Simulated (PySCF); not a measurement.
A structure optimised at PBE-D3(BJ)/def2-SVP, used in a PySCF frequency run:

```
C
O 1 1.2294
C 1 1.4960 2 122.36
C 3 1.3491 1 121.01 2 0.00
H 4 1.1007 3 122.27 1 180.00
H 4 1.1031 5 118.61 3 180.00
H 3 1.1031 4 121.43 5 0.00
Si 1 1.9523 2 116.68 3 180.00
H 8 1.5021 1 107.46 2 58.79
H 8 1.5021 9 109.34 1 116.35
H 8 1.5072 9 109.52 10 120.00
```
Charge 0, spin multiplicity 1.

Problem. Write its SMILES, formula and point group.

Solution. C=CC(=O)[SiH3], C₃H₆OSi, Cs

Problem. What are its rotational constants (standard atomic weights)?

Solution. 8.7606, 2.2945, 1.8588 GHz
